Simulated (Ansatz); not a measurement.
Computed with Ansatz on PBE0-D4/def2-TZVP structures; ΔE is electronic, products minus reactants. CBS: MP2 limit from def2 TZ/QZ plus the TZ coupled-cluster correction, frozen cores. Functionals use def2-TZVPP. def2 core potentials past Kr. For Sb, Te outer-core shells are correlated without core-valence functions, which leaves a few kJ/mol of doubt a bond. One conformer a species, not always the lowest.

`[NH2][SbH][CH2]O` + H₂Te → `OC[TeH]` + `[NH2][SbH2]`  (substitution at a C–Sb bond)

```csv
species,PBE energy (Eh)
`[NH2][SbH][CH2]O`,-411.78907
H₂Te,-269.19894
`OC[TeH]`,-383.64724
`[NH2][SbH2]`,-297.34200
```

**Question.** Work out ΔE.

**Answer.** ΔE = (-383.64724) + (-297.34200) − (-411.78907) − (-269.19894) = -0.00123 Eh = -3.2 kJ/mol. CCSD(T)/CBS gives +6.4 kJ/mol.

Largest T1 diagnostic among the species: 0.013.

From PBE to PBE0 (25 % exact exchange), in def2-TZVPP and without D4, ΔE moves by +3.5 kJ/mol.
